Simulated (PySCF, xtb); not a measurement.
## Relative energy of two structures of FH3Si3

Structure a: a singlet given by its coordinates. Structure b: a singlet given by its coordinates. Both are isolated molecules in the gas phase, relaxed with PBE0-D3(BJ)/def2-SVP.

a (Å):

```yaml
atoms:
  - { symbol: F, position_ang: [-3.0136, -3.3573, -3.7655] }
  - { symbol: Si, position_ang: [-1.9254, -2.7122, -2.7312] }
  - { symbol: Si, position_ang: [0.2103, -3.4794, -2.6014] }
  - { symbol: Si, position_ang: [-0.1107, -1.5529, -3.4593] }
  - { symbol: H, position_ang: [-2.7671, -2.3297, -1.5615] }
  - { symbol: H, position_ang: [1.1702, -4.5706, -2.2504] }
  - { symbol: H, position_ang: [0.4686, -0.3540, -4.1393] }
```

Close contacts (Å): F1–Si2 1.63, Si2–Si3 2.27, Si2–Si4 2.27, Si3–Si4 2.13, Si2–H5 1.49, Si3–H6 1.50, Si4–H7 1.50.

b (Å):

```yaml
atoms:
  - { symbol: F, position_ang: [-3.0950, -1.9720, -1.4591] }
  - { symbol: Si, position_ang: [-2.1657, -2.1842, -2.7788] }
  - { symbol: Si, position_ang: [-0.3477, -0.9296, -3.0790] }
  - { symbol: Si, position_ang: [0.1138, -3.0587, -3.5901] }
  - { symbol: H, position_ang: [-2.8793, -3.2649, -3.5234] }
  - { symbol: H, position_ang: [-0.7077, -4.2095, -4.0958] }
  - { symbol: H, position_ang: [1.5002, -3.5788, -3.3760] }
```

Close contacts (Å): F1–Si2 1.63, Si2–Si3 2.23, Si2–Si4 2.57, Si3–Si4 2.24, Si2–H5 1.49, Si4–H6 1.50, Si4–H7 1.50.

Estimate which is lower in electronic energy at CCSD(T)/def2-SVP + ΔMP2/def2-TZVPP, and by roughly how much.

CCSD(T)/def2-SVP + ΔMP2/def2-TZVPP gives E(b) − E(a) = +0.80 kJ/mol, slightly favouring structure a, which is too small a margin to settle the true order.

Level by level:

```
                             level              geometry  E(b) − E(a) (kJ/mol)  departure from the last row (kJ/mol)  job, with rough time for the two
              PBE0-D3(BJ)/def2-SVP  PBE0-D3(BJ)/def2-SVP                  +12.96                                +12.16             optimisation, 1.8 min
                       HF/def2-SVP  PBE0-D3(BJ)/def2-SVP                  +22.01                                +21.21           part of the CCSD(T) run
                      MP2/def2-SVP  PBE0-D3(BJ)/def2-SVP                  +10.21                                 +9.41           part of the CCSD(T) run
                  CCSD(T)/def2-SVP  PBE0-D3(BJ)/def2-SVP                   +5.81                                 +5.01                      single point
CCSD(T)/def2-SVP + ΔMP2/def2-TZVPP  PBE0-D3(BJ)/def2-SVP                   +0.80                                                      single point, 24 s
```

The largest departure from CCSD(T)/def2-SVP + ΔMP2/def2-TZVPP is that of HF/def2-SVP, 21.21 kJ/mol. No reliable frequencies are at hand for a or b, so they aren't confirmed as minima. Levels run at GFN2-xTB geometries aren't shown. The last row adds to CCSD(T) the change of the MP2 difference between the two basis sets, here −5.01 kJ/mol.

The correlated steps freeze 16 core orbitals. Programs: PySCF 2.14.0, xtb 6.7.1; the last row on 2 threads of Intel(R) Xeon(R) 6975P-C (Granite Rapids) on a shared host.
